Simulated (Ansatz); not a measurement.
Ideal-gas functions of CH₄BClFSb, SMILES `C[B](F)[SbH][Cl]` at 298.15 K and 1 bar, from an Ansatz frequency run at PBE0-D4/def2-TZVP.

Molar mass 203.07 g/mol, point group C1 (symmetry number 1), electronic degeneracy 1, moments of inertia 188.079, 338.36, 515.11 u Å². Harmonic wavenumbers (cm⁻¹, unscaled): 37, 46, 101, 219, 239, 313, 355, 478, 522, 622, 821, 837, 1060, 1286, 1340, 1431, 1442, 1941, 3039, 3104, 3139.

Use S(trans) = R[1.5 ln M + 2.5 ln T − 1.1517]; rotational temperatures θ = 24.2544 K / I; S(rot) = R[ln(√π/σ · √(T³/θAθBθC)) + 1.5]; for each mode x = 1.438777 ν̃/T, S = R[x/(eˣ − 1) − ln(1 − e⁻ˣ)] and H = RT x/(eˣ − 1); 1 cm⁻¹ = 0.0119627 kJ/mol; R = 8.31446 J/(mol·K).

Q: By hand: the entropy, in J/(mol·K).

A: Translation 175.1. Rotation: θ = 0.129, 0.0717, 0.0471 K, giving 120.5. Vibration, mode by mode: 22.65, 20.85, 14.37, 8.23, 7.57, 5.63, 4.79, 2.99, 2.53, 1.73, 0.80, 0.75, 0.31, 0.12, 0.10, 0.07, 0.06, 0.01, 0.00, 0.00, 0.00, in all 93.6. Electronic 0.0. Sum 389.2 J/(mol·K).

Q: By hand: H − E and G − E in kJ/mol, counted from the electronic energy.

A: Zero-point energy ½ × 22372 × 0.0119627 = 133.8; thermal vibration 13.2; translation, rotation and pV give 4 RT = 9.9. H − E = 156.9 kJ/mol, and G − E = 156.9 − 298.15 × 389.2/1000 = 40.9 kJ/mol.

Vibration gives 24 % of the entropy, 57.9 J/(mol·K) of it from the modes under 150 cm⁻¹: soft modes count most, and the harmonic formula is weakest for them. The sum counts one conformer and one mirror image; others add a mixing term.
